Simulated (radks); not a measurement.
Isoelectronic series with 7 electrons, all held in the configuration [He] 2s2 2p3, which need not be the ground one along the series. Calculated with a radial shooting solver on a logarithmic mesh with Libxc functionals: non-relativistic Kohn-Sham, r2SCAN, spin-polarised, spherical densities, point nucleus; open shells are filled with parallel spins first (spin-orbit coupling, left out, can overturn this in heavy ions); meta-GGA in the generalised Kohn-Sham scheme. Total energies (hartree) and mean radii <r> (bohr) (* marks an orbital that is empty in some or all of the ions):

ion    E (hartree)  2p down*   2p up  2s down
N        -54.58403     1.632   1.414    1.383
Ne3+    -124.29559    0.7857  0.7415   0.8145
Al6+    -223.31095    0.5287  0.5096   0.5774
S9+     -351.59405    0.3998  0.3892   0.4475
K12+    -509.13526    0.3219  0.3150   0.3655
Ti15+   -695.93084    0.2695  0.2647   0.3089
Mn18+   -911.97904    0.2318  0.2283   0.2675
Ni21+  -1157.27894    0.2034  0.2008   0.2359
Ga24+  -1431.83000    0.1812  0.1791   0.2110
Se27+  -1735.63188    0.1634  0.1617   0.1908
Rb30+  -2068.68437    0.1488  0.1474   0.1742
Zr33+  -2430.98732    0.1366  0.1354   0.1602
Tc36+  -2822.54063    0.1262  0.1252   0.1484
